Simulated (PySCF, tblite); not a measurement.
Species: C3H5ClSi.
SMILES with atom numbers: `[CH3:1][C:2]#[C:3][SiH2:4][Cl:5]` (hydrogens: H6, H7, H8 on C1; H9, H10 on Si4)

Computed with GFN2-xTB (tblite), gas phase: Langevin dynamics at 300 K from the optimised GFN2-xTB geometry, time step 0.5 fs, friction 0.01 fs⁻¹, 2000 steps. Over the second half of the run the saved frames average 366 K, 22 % above the target.

Frame at 250 fs, instantaneous temperature 285 K:
```
atom  x, y, z in Å
C1     -2.165    0.438    0.152
C2     -0.843   -0.050    0.216
C3      0.317   -0.376    0.043
Si4     2.141   -0.590   -0.299
Cl5     3.147    0.220    1.318
H6     -2.293    1.403    0.632
H7     -2.509    0.508   -0.893
H8     -2.848   -0.313    0.614
H9      2.377   -2.018   -0.557
H10     2.342    0.185   -1.533
```

Frame at 425 fs, instantaneous temperature 272 K:
```
atom  x, y, z in Å
C1     -2.178    0.335    0.100
C2     -0.829   -0.087    0.007
C3      0.312   -0.461    0.051
Si4     2.183   -0.764   -0.036
Cl5     3.145   -0.074    1.536
H6     -2.165    1.054    0.894
H7     -2.469    0.773   -0.839
H8     -2.902   -0.453    0.344
H9      2.540   -2.143   -0.150
H10     2.593   -0.093   -1.250
```

Frame at 625 fs, instantaneous temperature 402 K:
```
atom  x, y, z in Å
C1     -2.161    0.094    0.266
C2     -0.727   -0.191    0.030
C3      0.474   -0.418    0.153
Si4     2.306   -0.806    0.045
Cl5     3.019   -0.598    1.850
H6     -2.714   -0.475   -0.480
H7     -2.383   -0.314    1.265
H8     -2.451    1.097    0.154
H9      2.631   -2.214   -0.256
H10     2.936    0.175   -0.951
```

Frame at 800 fs, instantaneous temperature 262 K:
```
atom  x, y, z in Å
C1     -2.351   -0.005    0.146
C2     -0.887   -0.083    0.198
C3      0.327   -0.100    0.243
Si4     2.092   -0.424    0.319
Cl5     3.024   -0.080    2.138
H6     -2.601    1.040    0.264
H7     -2.809   -0.455   -0.709
H8     -2.796   -0.582    0.993
H9      2.273   -1.911    0.215
H10     2.825    0.433   -0.535
```

Frame at 1000 fs, instantaneous temperature 364 K:
```
atom  x, y, z in Å
C1     -2.670    0.119   -0.085
C2     -1.194    0.152   -0.094
C3     -0.009    0.054   -0.068
Si4     1.727   -0.339    0.513
Cl5     1.939    0.461    2.367
H6     -2.898   -0.819   -0.545
H7     -3.100    0.137    0.958
H8     -2.986    0.968   -0.725
H9      1.718   -1.762    0.773
H10     2.754    0.288   -0.418
```

**Question.** What do single points at PBE0/def2-SVPD (PySCF, gas phase, TDDFT, vertical, frozen core in the response) give on these frames?

**Answer.** 
```csv
t (fs),GFN2-xTB E above start (eV),DFT E above lowest frame (eV),HOMO (eV),LUMO (eV),dipole (D),S1 (eV),f(S1)
250,0.21,0.01,-7.71,-0.64,2.15,5.46,0.001
425,0.20,0.18,-7.84,-0.24,1.99,5.87,0.000
625,0.30,0.22,-7.87,-0.47,2.09,5.59,0.000
800,0.24,0.00,-8.07,-0.84,3.40,5.47,0.001
1000,0.31,0.16,-7.95,-0.45,2.11,5.82,0.001
```

The two levels order the frames alike by energy but for pairs within 0.08 eV at one level; measured from each level's lowest frame they differ by 0.18 eV at most. The HOMO–LUMO gap runs from 7.07 to 7.60 eV. These are instantaneous structures, not minima.

What follows is the cost of the whole dynamics run. On an Intel Xeon Platinum 8488C with one thread, no GPU, shared host with 192 logical CPUs at a one-minute load of 40, this took 8.9 s of wall time and 0.18 GiB of memory at its peak.
